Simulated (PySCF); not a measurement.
A structure optimised at PBE-D3(BJ)/def2-SVP, used in a PySCF frequency run:

```xyz
7

Ru    -0.3816     0.3420     0.0000
O      0.8193     0.5423     2.8093
C      0.2311     0.4568     1.8084
O      0.8193     0.5423    -2.8093
C      0.2311     0.4568    -1.8084
O      0.1453    -2.5796     0.0000
C     -0.0425    -1.4278     0.0000
```

**Question.** Write its SMILES, formula and point group.

**Answer.** [O+]#[C-]->[Ru](<-[C-]#[O+])<-[C-]#[O+], C3O3Ru, Cs

**Question.** What are its rotational constants (standard atomic weights)?

**Answer.** 2.5945, 1.3704, 1.0352 GHz
